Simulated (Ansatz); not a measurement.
Coupled-cluster run, CH$_{3}$F$_{3}$MoO$_{2}$ (`C[O][Mo](=[O])([F])([F])[F]`).

```yaml
crystal:
  periodic: [false, false, false]
  atoms:
    - {symbol: C, position_ang: [0.577157, -1.591993, 0.191011]}
    - {symbol: O, position_ang: [-0.448278, -0.650345, 0.025976]}
    - {symbol: Mo, position_ang: [-0.570214, 1.165413, -0.156870]}
    - {symbol: O, position_ang: [-2.060642, 1.381095, -0.823215]}
    - {symbol: F, position_ang: [0.159339, 2.858517, -0.062443]}
    - {symbol: F, position_ang: [-0.756786, 1.330739, 1.675971]}
    - {symbol: F, position_ang: [0.661749, 0.966498, -1.537329]}
    - {symbol: H, position_ang: [1.358189, -1.408524, -0.554281]}
    - {symbol: H, position_ang: [0.159241, -2.589427, 0.048830]}
    - {symbol: H, position_ang: [1.003246, -1.513273, 1.195347]}
basis:
  gaussian: {orbitals: def2-SVP}
correlation: {method: ccsd_t}
```

```sh
$ ansatz run in.yaml --threads 4 --pin off --events-out ev --progress --plain --max-ram 11315MiB
```

Output of Ansatz, abridged:

```
Functional definition: HF
1268 factors; integrals over basis functions are off by at most 1.4e-3 eV
mean field evaluation 1: about -15085.3662 eV, gradient 8.2e1 eV
mean field evaluation 2: about -15085.6018 eV, gradient 8.2e1 eV
mean field evaluation 4: about -15098.0561 eV, gradient 1.6e1 eV
mean field evaluation 8: about -15098.5353 eV, gradient 1.3e0 eV
mean field evaluation 16: about -15098.5417 eV, gradient 2.8e-6 eV
mean field -15098.54167089 eV, -554.8611722460 hartree, gradient 3.4e-6 eV, S^2 0.000000; 0 other end points of the search recorded, 0 dependent functions left out
6 core orbitals not correlated: weight in the atoms' cores, before any rotation towards them, 1.000 or more for the frozen orbitals, at most 0.000 for the correlated occupied ones
reference -15098.54167089 eV, -554.8611722460 hartree; 27, 27 occupied and 97, 97 virtual orbitals, 1268 factors
second order -41.94203121 eV of doubles, -0.00000000 eV of singles
cycle   1  -37.75801691 eV  change     4.2e0 eV  update   3.4e-1
cycle   2  -39.97875474 eV  change    -2.2e0 eV  update   2.5e-1
cycle   3  -40.36532388 eV  change   -3.9e-1 eV  update   4.7e-2
cycle   4  -40.41716541 eV  change   -5.2e-2 eV  update   2.2e-2
cycle   5  -40.38551907 eV  change    3.2e-2 eV  update   7.5e-3
cycle   6  -40.38413805 eV  change    1.4e-3 eV  update   3.6e-3
cycle   7  -40.38505841 eV  change   -9.2e-4 eV  update   2.0e-3
cycle   8  -40.38415176 eV  change    9.1e-4 eV  update   1.1e-3
cycle   9  -40.38394110 eV  change    2.1e-4 eV  update   4.4e-4
cycle  10  -40.38473839 eV  change   -8.0e-4 eV  update   2.5e-4
cycle  11  -40.38456373 eV  change    1.7e-4 eV  update   1.1e-4
cycle  12  -40.38434520 eV  change    2.2e-4 eV  update   5.4e-5
cycle  13  -40.38446833 eV  change   -1.2e-4 eV  update   2.3e-5
cycle  14  -40.38440933 eV  change    5.9e-5 eV  update   1.2e-5
perturbative correction -1.74069897 eV, -0.0639695072 hartree
Total energy: -15140.66677918 eV, -556.4092414225 hartree
```

Hardware: 4 threads of an Intel Xeon 6975P-C on a shared host. Wall time 14 s, peak host memory 1.2 GiB.

The correlation energy is -42.125 eV, 4.1 % of it from (T); the T1 diagnostic reads 0.0226.
